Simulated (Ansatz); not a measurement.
`ClC[SiH2][SnH3]` + NH₃ → `N[SiH2]CCl` + `[SnH4]` at 400 K and 1 bar (cleavage of the Si–Sn bond).

Program: Ansatz. Geometries: PBE0-D4/def2-TZVP. ΔE: electronic, gas phase. CCSD(T)/CBS adds triple-zeta CCSD(T) − MP2 to the extrapolated MP2 energy (def2 sets, frozen cores). This one scheme is used for every species. def2 core potentials past Kr. For Sn outer-core shells are correlated without core-valence functions, which leaves a few kJ/mol of doubt a bond. Each species was taken in one conformer, which may not be the lowest.

```csv
species,CCSD(T)/CBS energy (Eh),H − E (kJ/mol),S (J/(mol·K))
`ClC[SiH2][SnH3]`,-1005.12998,209.9,424.9
NH₃,-56.50880,104.2,203.1
`N[SiH2]CCl`,-845.25405,218.6,366.3
`[SnH4]`,-216.39156,85.2,244.6
```

H − E and S are ideal-gas, rigid-rotor, harmonic terms from PBE0-D4/def2-TZVP, for one conformer and one mirror image of each species. 1 Eh = 2625.50 kJ/mol, R = 8.31446 J/(mol·K).

Task: By hand: ΔE, ΔH, ΔS and ΔG.

Result: ΔE = (-845.25405) + (-216.39156) − (-1005.12998) − (-56.50880) = -0.00683 Eh = -17.9 kJ/mol. Δ(H − E) = 218.6 + 85.2 − 209.9 − 104.2 = -10.3, so ΔH = -28.2 kJ/mol. ΔS = 366.3 + 244.6 − 424.9 − 203.1 = -17.1 J/(mol·K). ΔG = -28.2 − 400 × (-17.1)/1000 = -21.4 kJ/mol.

Task: By hand: the equilibrium constant, and the temperature at which ΔG would vanish if ΔH and ΔS stayed fixed.

Result: log₁₀ K = −ΔG/(RT ln 10) = 2.8. ΔG = 0 at ΔH/ΔS = 1649 K, though so small a ΔS makes that figure unsure.

ΔH outweighs TΔS. A doubt of 5 kJ/mol in ΔE shifts log₁₀ K by 0.7 here. Other conformers and mirror images would add mixing entropy, several J/(mol·K) or more a flexible species. Modes under 60 cm⁻¹, often nearly free rotors, make the harmonic entropy too high. These are equilibria of isolated gas molecules and say nothing of rates. Largest T1 diagnostic: 0.013 (customary marks: 0.02 for closed shells, 0.045 for open ones).
